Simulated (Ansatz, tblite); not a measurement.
Spin states of the cluster Mg2Se2⁻, each relaxed with r2SCAN-D4/def2-SVPD in Ansatz. Electronic energies in the gas phase.

The xTB rows come from tblite. Correlated methods freeze 20 core orbitals; core or outer-core shells of Mg, Se are correlated, in sets that lack core-valence functions. The rows differ in basis, and correlated rows in double-zeta sets carry the largest basis error. The structure comes from a short search, and lower isomers may exist.

Doublet geometry (D2h within 0.1 Å):

Cartesian coordinates in Å:
```
Mg -0.9121 0.5961 -0.9537
Mg 0.9122 -0.5961 0.9537
Se -0.1690 -1.7895 -0.9568
Se 0.1690 1.7895 0.9568
```

Quartet geometry (C2v within 0.1 Å):

```xyz
4

Mg    0.943   -1.235   -0.803
Mg   -0.944    0.581    1.353
Se   -1.440   -0.293   -1.014
Se    1.440    0.947    0.463
```

⟨S²⟩: doublet 0.77 at PBE0-D4/def2-TZVPD (pure 0.75), quartet 3.76 at PBE0-D4/def2-TZVPD (pure 3.75).

Only these spin states were relaxed. The quartet has other bonds than the doublet, so the gap mixes isomer and spin.

**Question.** Estimate which spin state lies lowest at each of these levels, and by how much: GFN1-xTB; GFN2-xTB; HF/STO-3G; HF/def2-SVPD; HF/def2-TZVPD; LDA (SPW92)/def2-TZVPD; PBE-D4/def2-TZVPD; BLYP-D4/def2-TZVPD; r2SCAN-D4/def2-TZVPD; r2SCANh-D4/def2-TZVPD; PBE0-D4/def2-TZVPD; ωB97X-V/def2-TZVPD; PBE-QIDH/def2-TZVPD; RPA@PBE/def2-TZVPD; MP2/def2-SVPD; MP2/def2-TZVPD; CCSD/def2-SVPD; CCSD(T)/def2-SVPD.

**Answer.** 
```
                 level  quartet − doublet (kcal/mol)  lowest of these                                               remarks
              GFN1-xTB                          34.1          doublet                                                     –
              GFN2-xTB                          55.6          doublet                                                     –
             HF/STO-3G                          47.7          doublet  HOMO above zero (doublet), HOMO above zero (quartet)
          HF/def2-SVPD                          21.5          doublet               spin-contaminated (⟨S²⟩ 0.83) (doublet)
         HF/def2-TZVPD                          22.5          doublet                                                     –
LDA (SPW92)/def2-TZVPD                          42.4          doublet                             HOMO above zero (quartet)
     PBE-D4/def2-TZVPD                          37.7          doublet  HOMO above zero (doublet), HOMO above zero (quartet)
    BLYP-D4/def2-TZVPD                          37.6          doublet  HOMO above zero (doublet), HOMO above zero (quartet)
  r2SCAN-D4/def2-TZVPD                          38.0          doublet                             HOMO above zero (quartet)
 r2SCANh-D4/def2-TZVPD                          37.9          doublet                                                     –
    PBE0-D4/def2-TZVPD                          37.4          doublet                                                     –
    ωB97X-V/def2-TZVPD                          37.5          doublet                                                     –
   PBE-QIDH/def2-TZVPD                          39.0          doublet                                                     –
    RPA@PBE/def2-TZVPD                          36.2          doublet                                                     –
         MP2/def2-SVPD                          38.9          doublet               spin-contaminated (⟨S²⟩ 0.83) (doublet)
        MP2/def2-TZVPD                          41.7          doublet                                                     –
        CCSD/def2-SVPD                          35.2          doublet               spin-contaminated (⟨S²⟩ 0.83) (doublet)
     CCSD(T)/def2-SVPD                          36.3          doublet               spin-contaminated (⟨S²⟩ 0.83) (doublet)
```

Change of the quartet − doublet gap on mixing in exact exchange, in kcal/mol: PBE to PBE0 (25 % exact exchange) -0.3; r2SCAN to r2SCANh (10 % exact exchange) -0.1. The xTB methods have no spin-polarisation term.
